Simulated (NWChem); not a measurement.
# Correlation energy of Pb

```xyz
1

Pb     0.0000     0.0000     0.0000
```
Charge 0, spin multiplicity 3.

All runs are NWChem calculations.

Basis set: def2-TZVP. Each correlation energy counts from its own Hartree-Fock reference.

```tsv
method	correlation energy (mHa)
UMP2	-351.5
SCS-UMP2	-309.7
CCSD on UHF	-328.4
CCSD[T] on UHF	-334.4
CCSD(T) on UHF	-334.0
CCSD on ROHF	-332.2
CCSD[T] on ROHF	-338.4
CCSD(T) on ROHF	-338.1
```

The values span 41.9 mHa, from UMP2 (lowest) to SCS-UMP2 (highest). 

Effective core potentials replace the inner electrons of Pb; spin-orbit coupling is left out. The correlated methods keep 4 core orbitals frozen. The stability of the SCF solutions was not checked. Open-shell Hartree-Fock references start from PBE0 orbitals. Coupled-cluster values serve here as a point of comparison, not as the truth.
